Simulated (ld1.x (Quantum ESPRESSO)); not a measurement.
The numbers below are computed, except where a source is named.
## Pseudopotentials across the periodic table

Generated with ld1.x 7.5 (TM, RRKJ, ultrasoft, PAW), atompaw 4.2 or ONCVPSP 4.0.1. The cutoff is in Ry: for ld1.x and atompaw files where the sum of valence levels is converged to 10 mRy in a Bessel basis, for ONCV files where the hardest occupied wave has 1 mHa per electron of residual kinetic energy. The error is the largest all-electron minus pseudo excitation energy over each file’s own four to seven test configurations (ionisations up to +4, promotions, holes and added fractions of an electron), all of which were solved. The labels leave out finer settings (local radius, basis sizes, second energies), which also bear on the numbers. Spin-polarised tests are not counted. The rows are a selection from randomly drawn settings: files with unsolved tests, undetermined cutoffs or missed reference levels are left out.

A true bound ghost makes a file unfit for plane-wave use even where its test errors are small: the radial tests pick states by their node count and pass the ghost by.

```csv
element,potential,cutoff (Ry),largest error (meV),bound ghosts
P,"TM, PBE, scalar-relativistic, rc 1.45/1.75/1.40 (spd), local s, core correction yes, reference 3s2 3p3",25,+151,none
Ga,"TM, PBE, scalar-relativistic, rc 1.60/2.50 (sp), local s, core correction yes, reference 4s1 4p2",12,-89,none
Sb,"RRKJ, LDA (PZ), scalar-relativistic, rc 1.50/1.70/1.20 (spd), local s, core correction no, reference 4d10 5s2 5p3",90,-169,p
Pm,"PAW, PBE, scalar-relativistic, rc 1.90/2.55/3.30/0.95 (spdf), local smoothed, core correction yes, reference 4f5 5s2 5p6 5d0 6s1.5 6p0.5",200,+47,none
Ta,"TM, PW91, scalar-relativistic, rc 1.74/1.70/2.60 (spd), local p, core correction no, reference 5s2 5p6 5d3 6s0 6p0",50,-1476,none
```

(1) Fill in the row for Be: TM, PBEsol, non-relativistic, rc 1.68/5.44/5.84 (spd), local d, core correction no, reference 2s1.75 2p0.25.

(2) Fill in the row for Ca: TM, LDA (PZ), scalar-relativistic, rc 3.50/4.20/3.40 (spd), local smoothed, core correction yes, reference 3d1 4s1 4p0.

(3) Fill in the row for I: TM, PBEsol, scalar-relativistic, rc 1.80/1.70 (sp), local p, core correction yes, reference 5s1.75 5p5.25.

Results:

(1) cutoff 10 Ry, largest error -262 meV, bound ghosts: none.

(2) cutoff 18 Ry, largest error -48 meV, bound ghosts: none.

(3) cutoff 40 Ry, largest error -80 meV, bound ghosts: s.
